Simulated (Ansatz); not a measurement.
H₅O₂SSi₂ (`O[SiH]S[SiH2]O`) radical at its PBE0-D4/def2-TZVP geometry, where that method's forces vanish. The species carries charge 0 and has multiplicity 2.

```xyz
10

O    -1.3101    0.4557   -0.9626
Si   -1.1763   -1.1753   -0.6289
S    -0.0844   -1.3561    1.1743
Si    1.4273    0.0994    0.6862
O     0.8299    1.6203    0.6906
H    -1.6313    0.6823   -1.8389
H    -2.5230   -1.7827   -0.3909
H     2.4460    0.0115    1.7524
H     1.9891   -0.2704   -0.6381
H     0.0328    1.7153    0.1558
```

(1) What forces (eV/Å) does r2SCAN-D4/def2-TZVPP give on these atoms in the Gaussian-basis code of Ansatz? (An estimate is asked.)

Results:

(1) Ansatz gave: 
```
O1   0.010  0.070  0.009
Si2 -0.036 -0.090 -0.033
S3  -0.016 -0.049  0.063
Si4  0.072 -0.037 -0.012
O5  -0.012  0.059  0.007
H6  -0.015  0.016 -0.031
H7   0.011  0.003  0.005
H8  -0.016  0.009 -0.027
H9   0.006  0.006  0.021
H10 -0.004  0.014 -0.001
```
